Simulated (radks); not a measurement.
O V, configuration [He] 2s2.

All-electron calculation, Dirac Kohn-Sham, PBEsol, spin-unpolarised, spherical densities, finite nucleus; Fermi nuclear charge, rms radius 2.6991 fm. Program: a radial shooting solver on a logarithmic mesh with Libxc functionals.

Energy parts (hartree):
part                      energy
total                  -68.12702
kinetic                 68.12939
electron-nucleus      -147.33531
Hartree                 16.83707
exchange-correlation    -5.75817

Orbitals (lengths in bohr, moments of r in powers of bohr):
orbital  occ.  eigenvalue (hartree)     <r^4>
1s1/2       2             -22.72388  0.007412
2s1/2       2              -3.76244     1.772

The highest occupied level is 2s1/2 at -102.38 eV. Summed over all electrons, <r^2> = 2.145 bohr^2, which gives a Langevin (diamagnetic) susceptibility term of -1.7 x 10^-6 cm^3/mol. The electron density at the nucleus is 329.7 e/bohr^3. The density falls to 0.001 e/bohr^3 at r = 2.13 bohr. For comparison, the ionisation energy in NIST's Atomic Spectra Database is 113.90 eV (measured). In exact Kohn-Sham theory the highest level is minus the ionisation energy, but local and semilocal functionals leave it too shallow, through self-interaction and a potential that decays too fast; potentials with the right tail come closer.
